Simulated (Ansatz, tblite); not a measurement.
Removing an electron: CdMeF (CH3CdF). Total charge 0; singlet. Geometry: PBE0-D4/def2-TZVP. Ansatz, gas phase; energy differences of separate SCF runs; the oxidised species was run as a doublet alone.

```csv
atom,x (Å),y (Å),z (Å)
Cd1,-1.242,0.068,-0.040
C2,0.833,-0.046,0.027
H3,1.154,-0.320,1.032
H4,1.261,0.921,-0.237
H5,1.180,-0.799,-0.680
F6,-3.185,0.176,-0.102
```

In the def2 sets Cd takes a core potential; there is no spin–orbit coupling. The xTB rows come from tblite. Correlated methods freeze 2 core orbitals; core or outer-core shells of Cd are correlated, in sets that lack core-valence functions. HOMO above LUMO, or a gap near zero within one spin, warns that the state may not be the lowest or that an electron is smeared out.

| level | −HOMO (eV) | vertical IE (eV) | −LUMO (eV) | HOMO–LUMO gap (eV) | remarks |
| --- | --- | --- | --- | --- | --- |
| GFN1-xTB | 10.95 | 14.60 | 6.92 | 4.03 | – |
| GFN2-xTB | 10.86 | 14.79 | 6.36 | 4.50 | – |
| HF/def2-TZVPP | – | 9.34 | – | – | – |
| PBE-D4/def2-TZVP | 7.38 | 10.68 | 1.67 | 5.70 | gap within one spin near zero (+1 doublet) |
| MP2/def2-TZVPP | – | 10.96 | – | – | – |

Estimate the rows for r2SCAN-D4/def2-TZVP, PBE0-D4/def2-TZVP, CCSD/def2-TZVPP, CCSD(T)/def2-TZVPP.


| level | −HOMO (eV) | vertical IE (eV) | −LUMO (eV) | HOMO–LUMO gap (eV) |
| --- | --- | --- | --- | --- |
| r2SCAN-D4/def2-TZVP | 7.57 | 10.64 | 1.36 | 6.21 |
| PBE0-D4/def2-TZVP | 8.47 | 10.74 | 0.83 | 7.64 |
| CCSD/def2-TZVPP | – | 10.64 | – | – |
| CCSD(T)/def2-TZVPP | – | 10.72 | – | – |

  Raw xTB energy differences between charge states are shifted by several eV; the methods need an empirical correction for them.
